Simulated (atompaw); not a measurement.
## What one change does to a pseudopotential (As (Z = 33), PAW (atompaw))

* Element: arsenic (As)
* Generator: atompaw 4.2.0.5
* Type: PAW
* Functional: LDA (PW92)
* Relativity: scalar-relativistic
* Frozen core: [Ar]
* Valence charge: 15
* Reference configuration: 3d10 4s2 4p1 (charge +2)
* Partial waves: 4s (bound): rc 1.30 bohr; 4s channel at -2.1 Ry: rc 1.30 bohr; 4p (bound): rc 2.00 bohr; 4p channel at -1.25 Ry: rc 2.00 bohr; 3d (bound): rc 0.65 bohr; 3d channel at -3.45 Ry: rc 0.65 bohr
* Local potential: bessel scheme, radius 1.75 bohr
* Core correction: smooth core density matched at 1.80 bohr
* Augmentation charge: gaussian compensation charge, radius 1.95 bohr; PAW radius 2.00 bohr; waves and projectors: custom rrkj vanderbiltortho

All-electron outer shells of the reference configuration (LDA (PW92), scalar-relativistic, ld1.x):

| shell | level (eV) | outermost node (bohr) | outermost maximum (bohr) |
| --- | --- | --- | --- |
| 3p | -154.85 | 0.22 | 0.52 |
| 3d | -62.26 | – | 0.47 |
| 4s | -33.77 | 0.73 | 1.55 |
| 4p | -22.95 | 0.77 | 1.81 |

Change: local potential ultrasoft scheme with l = 3 at 0 Ry, radius 1.75 bohr.

Cutoffs: the cutoffs (Ry, on a coarse ladder) from which the occupation-weighted sum of valence levels, in a spherical-Bessel basis at the reference potential, stays within 10 and 1 mRy of its value at 400 Ry; they do not see the model core or the augmentation charge, which bear on the density cutoff.

Question: What does the change do?

Answer: The range in which the s phases agree narrows (upper end at the end of the scan → 2.7); the range in which the d phases agree narrows (upper end at the end of the scan → 0.2); neither file shows a bound ghost.

| quantity | base | changed |
| --- | --- | --- |
| cutoff, loose | over 300 Ry | over 300 Ry |
| cutoff, tight | over 300 Ry | over 300 Ry |
| bound ghosts | none | none |
| s: phases at 2.00 bohr within 0.05 rad from the reference energy up to (Ry; the scan ends near 5) | to the end of the scan | 2.7 |
| p: phases at 2.00 bohr within 0.05 rad from the reference energy up to (Ry; the scan ends near 5) | to the end of the scan | 4.8 |
| d: phases at 2.00 bohr within 0.05 rad from the reference energy up to (Ry; the scan ends near 5) | to the end of the scan | 0.2 |
| lowest overlap eigenvalue by channel | s 0.59, p 0.68, d 1.00 | s 0.64, p 0.64, d 0.95 |

 The cutoffs see the waves, projectors and local potential, not the compensation charge or the core.
